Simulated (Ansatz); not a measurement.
`C[O][GeH][F]` radical. Charge 0, multiplicity 2.

```xyz
8

C    -0.1933   -0.0870   -1.2016
O     0.2093    0.7017   -0.1039
Ge    0.6815   -0.0629    1.4220
F     0.7254    1.2923    2.5071
H    -0.7709    0.5515   -1.8734
H    -0.8295   -0.9307   -0.9043
H     0.6684   -0.4762   -1.7540
H    -0.4910   -0.9887    1.9081
```

(1) What are the harmonic wavenumbers in cm⁻¹ at PBE0-D4/def2-TZVP (Ansatz, finite differences of forces, unscaled)? (Best estimate.)

(2) Is this a minimum?

(3) Give the ideal-gas thermochemistry at 298.15 K and 1 bar (rigid rotor, harmonic oscillator; point group C1, symmetry number 1).

Answers

(1) The calculation gave: 69, 95, 153, 271, 618, 624, 650, 700, 1112, 1175, 1197, 1474, 1489, 1498, 1943, 3006, 3073, 3114.

(2) Yes, all 18 modes are real.

(3) Zero-point energy 133.1 kJ/mol; H(298) − E = 151.6 kJ/mol; entropy 338.6 J/(mol·K), of which translation 168.9, rotation 106.8, vibration 57.1, electronic 5.8; G(298) − E = 50.6 kJ/mol. Modes under 100 cm⁻¹ are hindered rotations or soft bends, so the harmonic entropy is rough.
